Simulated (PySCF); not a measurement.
H2Te, charge +1, multiplicity 2. Atoms are numbered in the order given.

```xyz
3

Te     0.0000     0.0000    -0.0436
H      0.0000    -1.1866     1.1331
H      0.0000     1.1866     1.1331
```
Charge +1, spin multiplicity 2.

The structure is a stationary point at B3LYP-D3(BJ)/def2-TZVPD. The multiplicity is an assumed one; other spin states were not compared. The def2 effective core potentials stand for the cores of Te; spin–orbit coupling is left out.

These are PySCF with r2SCAN/def2-TZVPD values and carry that method's errors.

```
Quantity                                                            Value
------------------------------------------------  -----------------------
total energy                                           -268.98426 hartree
point group                                                           C2v
α spin, highest occupied and lowest empty level       -14.42 and -8.12 eV
β spin, highest occupied and lowest empty level      -15.74 and -11.97 eV
dipole moment about the centre of nuclear charge                   0.87 D
mean static polarisability                           28.5 bohr³ (4.23 Å³)
polarisability, principal values                   24.2, 30.2, 31.1 bohr³
⟨S²⟩                                              0.757 (pure state 0.75)
```
